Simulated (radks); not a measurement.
Spherical quantum dot in the effective-mass picture: electrons in a parabolic well V = omega^2 r^2 / 2 with omega = 0.212, with a point charge +2 (a donor) at the centre, all in effective atomic units (hartree* = m*/eps^2 hartree, bohr* = eps/m* bohr), one dielectric constant everywhere. Calculated with a radial shooting solver with Libxc functionals: non-relativistic Kohn-Sham, PBE, spin-polarised, spherical densities. Levels are named by radial order and angular momentum (1s, 1p, 1d, 2s, ...), and open shells are averaged over m. Results are scaled to m* = 0.073 and eps = 16.8, for which hartree* = 7.038 meV and bohr* = 12.18 nm. Each electron was tried in the lowest free levels, single moves between levels near the top were tried too, and the lowest total energy was kept; such a search can miss a lower state. At N = 1 the Hartree and exchange-correlation terms need not cancel, so that row can carry a self-interaction error.

N                         open shells  2S   E (meV)  mu = E(N) - E(N-1) (meV)  addition energy mu(N+1) - mu(N) (meV)  e(HOMO) (meV)  rms radius (nm)
1                    1s(up 1, down 0)   1  -13.9111                   -13.911                                  7.839        -10.716            10.58
2                                none   0  -19.9828                   -6.0716                                  9.369        -3.7199            13.04
3                    2s(up 1, down 0)   1  -16.6855                    3.2973                                  1.678         3.9850            26.72
4   1p(up 1, down 0) 2s(up 1, down 0)   2  -11.7104                    4.9750                                  1.590         5.7805            32.06
5   1p(up 2, down 0) 2s(up 1, down 0)   3  -5.14498                    6.5654                                  1.518         7.3375            36.06
6   1p(up 3, down 0) 2s(up 1, down 0)   4   2.93798                    8.0830                                  1.683         8.8153            39.41
7                    1p(up 3, down 0)   3   12.7036                    9.7656                                  1.460         10.343            42.71
8                    1p(up 3, down 1)   2   23.9296                    11.226                                  1.226         11.842            45.41
9                    1p(up 3, down 2)   1   36.3814                    12.452                                  1.203         13.058            47.84
10                               none   0   50.0362                    13.655                                  1.964         14.247            50.06
11                   1d(up 1, down 0)   1   65.6554                    15.619                                  1.058         16.150            52.53
12                   1d(up 2, down 0)   2   82.3325                    16.677                                  1.045         17.202            54.73
13                   1d(up 3, down 0)   3   100.054                    17.722                                  1.028         18.239            56.74
14                   1d(up 4, down 0)   4   118.804                    18.750                                  1.011         19.259            58.58
15                   1d(up 5, down 0)   5   138.566                    19.762                                  1.240         20.262            60.31
16                   1d(up 5, down 1)   4   159.567                    21.001                                 0.9415         21.473            61.96
17                   1d(up 5, down 2)   3   181.510                    21.943                                 0.9352         22.412            63.52
18                   1d(up 5, down 3)   2   204.388                    22.878                                 0.9261         23.343            64.99
19                   1d(up 5, down 4)   1   228.192                    23.804                                 0.9157         24.264            66.39
20                               none   0   252.911                    24.720                                  1.533         25.174            67.73
21                   1f(up 1, down 0)   1   279.164                    26.252                                 0.8589         26.683            69.14
22                   1f(up 2, down 0)   2   306.275                    27.111                                 0.8518         27.539            70.48
23                   1f(up 3, down 0)   3   334.238                    27.963                                 0.8442         28.387            71.76
24                   1f(up 4, down 0)   4   363.045                    28.807                                 0.8363         29.227            72.98
25                   1f(up 5, down 0)   5   392.689                    29.644                                 0.8283         30.059            74.15
26                   1f(up 6, down 0)   6   423.161                    30.472                                 0.8204         30.883            75.29
27                   1f(up 7, down 0)   7   454.453                    31.292                                 0.8449         31.700            76.38
28  1f(up 7, down 0) 3s(up 1, down 0)   8   486.590                    32.137                                 0.9589         32.529            77.46
29                   1f(up 7, down 0)   7   519.687                    33.096                                 0.7943         33.481            78.52
30                   1f(up 7, down 1)   6   553.577                    33.890                                 0.7748         34.279            79.52
31                   1f(up 7, down 2)   5   588.242                    34.665                                 0.7701         35.051            80.50
32                   1f(up 7, down 3)   4   623.678                    35.435                                 0.7649         35.819            81.45
33                   1f(up 7, down 4)   3   659.878                    36.200                                 0.7596         36.581            82.37
34                   1f(up 7, down 5)   2   696.838                    36.960                                 0.7541         37.338            83.27
35                   1f(up 7, down 6)   1   734.552                    37.714                                 0.7487         38.089            84.15
36                               none   0   773.014                    38.463                                 0.8602         38.835            85.01
37                   2p(up 1, down 0)   1   812.337                    39.323                                 0.7326         39.696            85.85
38  2p(up 3, down 0) 3s(up 1, down 0)   4   852.392                    40.055                                 0.7766         40.400            86.67
39                   2p(up 3, down 0)   3   893.225                    40.832                                 0.8992         41.192            87.49
40                   2p(up 3, down 1)   2   934.956                    41.731                                 0.7165         42.089            88.30
41                   2p(up 3, down 2)   1   977.404                    42.448                                      -         42.807            89.09

All shells are closed at N = 2, 10, 20, 36 (there: 1s2 1p6 1d10 2s2 1f14 3s2); the second difference of the energy has clear peaks (12 % above both neighbours; the first and last values, which can be the largest, are not judged, and half-filled shells can peak too) at N = 2, 10, 15, 20, 28, 36, 39.
